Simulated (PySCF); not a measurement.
**Manganese: a sound run and one with changed settings**

Sound run: Mn [Ar] 3d5 4s2, Mn⁺ [Ar] 3d5 4s1. Calculation: PySCF 2.14, in jorge-DZP-DKH (8s6p2d1f, 43 functions); the spin-free X2C one-electron Hamiltonian (Gaussian nucleus). The sound run starts from symmetry-adapted Hartree-Fock orbitals and uses a fine grid where one is needed.

Changed run: 14 angular points. This setting is unsound on purpose.

```tsv
species	method	sound run (hartree)	changed run (hartree)	converged
Mn	UHF	-1157.14179	-1157.14179	yes
Mn	PBE	-1158.02553	-1158.02553	yes
Mn	TPSS	-1158.28310	-1158.28310	yes
Mn⁺	UHF	-1156.92310	-1156.92310	yes
Mn⁺	PBE	-1157.76960	-1157.76960	yes
Mn⁺	TPSS	-1158.03198	-1158.03198	yes
```

Ionisation energy of Mn:

| method | sound run (eV) | changed run (eV) |
| --- | --- | --- |
| UHF | 5.951 | 5.951 |
| PBE | 6.964 | 6.964 |
| TPSS | 6.834 | 6.834 |

Here the setting changes nothing at the digits shown.

For comparison, NIST gives 7.434 eV between the lowest levels.
